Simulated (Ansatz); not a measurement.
Cost and result up the ladder for WO₃ (the lowest singlet isomer of a short search) (4 atoms). The state is a singlet with charge 0. Geometry: PBE0-D4/def2-TZVP.

Cartesian coordinates in Å:
```
W 0.054 0.084 -0.459
O -1.579 -0.274 -0.077
O 0.519 1.439 0.486
O 1.007 -1.249 0.050
```

Ansatz on 4 threads of Arm Neoverse V2 on a shared host. Times are rough, and most runs start from the orbitals of an earlier one. ωB97X-V/def2-TZVP serves as the yardstick here, not as an exact answer. Binding counts from free atoms at the same level (W quintet, O triplet; other spins of the atoms weren't run), without zero-point energy or a counterpoise term.

In the def2 sets W takes a core potential; there is no spin–orbit coupling. Correlated methods freeze 3 core orbitals; core or outer-core shells of W are correlated, in sets that lack core-valence functions. The structure comes from a short search, and lower isomers may exist.

Second-order perturbation terms are unreliable where d shells bring near-degenerate states, and here MP2/def2-TZVP lies more than 0.4 eV from the median of the functionals without such a term.

Correlated methods converge slowly with the basis.

```tsv
level	functions	wall time
MP2/def2-TZVP	133	0.7 s
BHLYP-D4/def2-TZVP (with forces)	133	1.3 s
ωB97X-V/def2-TZVP	133	2.9 s
CCSD(T)/def2-TZVPP	149	26 s
```

**Question.** Estimate what each level gives for the binding energy per atom (eV).

**Answer.** 
| level | binding energy per atom (eV) | difference from ωB97X-V/def2-TZVP (eV) | remarks |
| --- | --- | --- | --- |
| MP2/def2-TZVP | 5.61 | 0.56 | test for broken spin undecided |
| BHLYP-D4/def2-TZVP (with forces) | 4.29 | -0.76 | – |
| ωB97X-V/def2-TZVP | 5.05 | 0.00 | – |
| CCSD(T)/def2-TZVPP | 4.99 | -0.05 | test for broken spin undecided |
